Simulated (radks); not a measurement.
Spherical quantum dot in the effective-mass picture: electrons in a parabolic well V = omega^2 r^2 / 2 with omega = 0.234, with a point charge +2 (a donor) at the centre, all in effective atomic units (hartree* = m*/eps^2 hartree, bohr* = eps/m* bohr), one dielectric constant everywhere. Calculated with a radial shooting solver with Libxc functionals: non-relativistic Kohn-Sham, LDA (Slater exchange, Perdew-Wang correlation), spin-polarised, spherical densities. Levels are named by radial order and angular momentum (1s, 1p, 1d, 2s, ...), and open shells are averaged over m. Results are scaled to m* = 0.082 and eps = 6.7, for which hartree* = 49.71 meV and bohr* = 4.324 nm.

N = 29, configuration 1s2 1p6 1d10 2s2 1f(up 7, down 1) 3s(up 1, down 0). This is the lowest configuration that the search found. Occupied and some empty levels:

| level | occupation | eigenvalue (meV) | <r> (nm) |
|---|---|---|---|
| 1s up | 1 | 217.07 | 4.254 |
| 1s down | 1 | 217.58 | 4.270 |
| 2s up | 1 | 242.31 | 22.87 |
| 2s down | 1 | 243.30 | 22.53 |
| 1p up | 3 | 243.95 | 23.47 |
| 1p down | 3 | 244.96 | 23.07 |
| 1d up | 5 | 247.79 | 26.82 |
| 1d down | 5 | 248.92 | 26.66 |
| 1f up | 7 | 252.03 | 28.86 |
| 3s up | 1 | 252.27 | 23.83 |
| 2p up | 0 | 253.20 | 22.65 |
| 3s down | 0 | 253.21 | 24.14 |
| 1f down | 1 | 253.21 | 28.83 |
| 2p down | 0 | 254.07 | 22.92 |
| 1g up | 0 | 256.81 | 30.44 |
| 1g down | 0 | 258.00 | 30.50 |
| 2d up | 0 | 259.76 | 25.67 |
| 2d down | 0 | 260.61 | 25.83 |
| 1h up | 0 | 262.10 | 31.79 |
| 1h down | 0 | 263.27 | 31.91 |
| 3p up | 0 | 265.79 | 25.04 |
| 2f up | 0 | 265.99 | 28.04 |
| 3p down | 0 | 266.51 | 25.10 |
| 2f down | 0 | 266.81 | 28.12 |

Energy (meV): total 3950.85, kinetic 363.85, external 621.09, Hartree 3286.8, exchange-correlation -320.83.

Electron density:

| r (nm) | n(r) (e/nm^3) |
|---|---|
| 2.36 | 0.005805 |
| 6.31 | 0.0003374 |
| 10.3 | 0.0001313 |
| 14.2 | 0.0001546 |
| 18.2 | 0.0001774 |
| 22.1 | 0.0001901 |
| 26.1 | 0.0001774 |
| 30.0 | 0.0001282 |
| 34.0 | 0.00006415 |
| 37.9 | 0.00002049 |
| 41.8 | 4.014e-06 |
| 45.8 | 4.807e-07 |
| 49.7 | 3.552e-08 |
